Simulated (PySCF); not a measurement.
SCF from a fresh guess for singlet IO3F, at the PBE0 minimum. PySCF input:

```python
from pyscf import gto, scf, dft
mol = gto.M(atom='''
I     -0.100301     0.016175    -0.231034
O      0.741392    -1.771946     0.229084
O      1.423123    -0.559073     0.830237
O     -1.604816    -0.069568     0.709762
F      0.215351     1.926994     0.064485''',
    basis={'I': 'def2-SVP', 'O': 'def2-SVP', 'F': 'def2-SVP'},
    ecp={'I': 'def2-SVP'},
    charge=0, spin=0)
mf = dft.RKS(mol, xc='PBE0')
mf.grids.atom_grid = (50, 194)
aux = {'I': 'def2-universal-JKFIT', 'O': 'def2-universal-JKFIT', 'F': 'def2-universal-JKFIT'}
mf = mf.density_fit(auxbasis=aux)
mf.conv_tol = 1e-08
mf.diis_space = 10
mf.max_cycle = 60
mf.init_guess = 'minao'
mf.verbose = 4
mf.kernel()
```

Excerpt of the output (cycles and frontier levels):

```
init E= -591.49176745481
  HOMO = -0.788313618423181  LUMO = -0.779319107526339  gap/eV = 0.24475
cycle= 1 E= -618.87378995504  delta_E= -27.4  |g|=  3.8  |ddm|= 8.98
  HOMO = 0.0166377104685853  LUMO = 0.0259798091339356  gap/eV = 0.25421
cycle= 2 E= -613.321352890244  delta_E= 5.55  |g|= 5.75  |ddm|=  9.2
  HOMO = -0.0995557882117097  LUMO = 0.0130359070539153  gap/eV = 3.06378
cycle= 3 E= -621.631973998829  delta_E= -8.31  |g|= 1.81  |ddm|= 5.65
  HOMO = -0.268734432169288  LUMO = -0.146166800250221  gap/eV = 3.33524
cycle= 4 E= -621.779761715858  delta_E= -0.148  |g|= 1.59  |ddm|= 2.68
  HOMO = -0.316720820786117  LUMO = -0.129328858387296  gap/eV = 5.09920
cycle= 5 E= -622.135972701935  delta_E= -0.356  |g|= 0.883  |ddm|= 1.63
  HOMO = -0.319291249620886  LUMO = -0.131982353786775  gap/eV = 5.09693
cycle= 6 E= -622.288695676455  delta_E= -0.153  |g|= 0.177  |ddm|= 0.749
  HOMO = -0.299252960555005  LUMO = -0.117017978276284  gap/eV = 4.95887
cycle= 7 E= -622.294056655649  delta_E= -0.00536  |g|= 0.0768  |ddm|= 0.195
  HOMO = -0.309438654816205  LUMO = -0.119302457910401  gap/eV = 5.17387
cycle= 8 E= -622.295176893988  delta_E= -0.00112  |g|= 0.00454  |ddm|= 0.0605
  HOMO = -0.309117638688384  LUMO = -0.118681176802482  gap/eV = 5.18204
cycle= 9 E= -622.295183124039  delta_E= -6.23e-06  |g|= 0.00146  |ddm|= 0.00797
  HOMO = -0.309202052437676  LUMO = -0.118706694316618  gap/eV = 5.18364
cycle= 10 E= -622.295183759469  delta_E= -6.35e-07  |g|= 0.000471  |ddm|= 0.00209
  HOMO = -0.309257328455956  LUMO = -0.11872097078869  gap/eV = 5.18476
cycle= 11 E= -622.295183774331  delta_E= -1.49e-08  |g|= 0.000528  |ddm|= 0.000965
  HOMO = -0.309245199752887  LUMO = -0.118729828242905  gap/eV = 5.18419
cycle= 12 E= -622.295183831142  delta_E= -5.68e-08  |g|= 5.64e-05  |ddm|= 0.00039
  HOMO = -0.309236785402344  LUMO = -0.118726746171024  gap/eV = 5.18404
cycle= 13 E= -622.295183832137  delta_E= -9.95e-10  |g|= 1.33e-05  |ddm|= 8.95e-05
  HOMO = -0.30923907313964  LUMO = -0.118726268214825  gap/eV = 5.18412
Extra cycle  E= -622.295183832039  delta_E= 9.87e-11  |g|= 2.66e-05  |ddm|= 3.81e-05
converged SCF energy = -622.295183832039
```

No lower solution of this spin was found by a stability analysis within the restricted form, which does not test spin polarisation.

The search for the lowest solution, with the stability check, took 6.6 s on 2 threads of a shared Arm Neoverse N1 host, with 82 basis functions; the process peaked at 0.36 GiB. Launch command: `OMP_NUM_THREADS=2 python axn.py task.json out`.
